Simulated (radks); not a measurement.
Results of a calculation; reference values are marked as such.
F III, configuration [He] 2s2 2p3. Level of theory: Dirac Kohn-Sham, BLYP, spin-unpolarised, spherical densities, finite nucleus; open shells fill j = l - 1/2 first; Fermi nuclear charge, rms radius 2.8976 fm (a radial shooting solver on a logarithmic mesh with Libxc functionals).

Unscreened Slater integrals over Kohn-Sham orbitals (hartree). Large and small components are both included.

F0(2p3/2,2p3/2): 1.0262
F2(2p3/2,2p3/2): 0.46993
F0(2p3/2,2p1/2): 1.0270
G2(2p3/2,2p1/2): 0.47005
F0(2p3/2,2s1/2): 1.0015
G1(2p3/2,2s1/2): 0.60574
F0(2p3/2,1s1/2): 1.4527
G1(2p3/2,1s1/2): 0.17824
F0(2p1/2,2p1/2): 1.0278
F0(2p1/2,2s1/2): 1.0022
G1(2p1/2,2s1/2): 0.60584
F0(2p1/2,1s1/2): 1.4553
G1(2p1/2,1s1/2): 0.17879
F0(2s1/2,2s1/2): 0.98755
F0(2s1/2,1s1/2): 1.3972
G0(2s1/2,1s1/2): 0.10954
F0(1s1/2,1s1/2): 5.3476
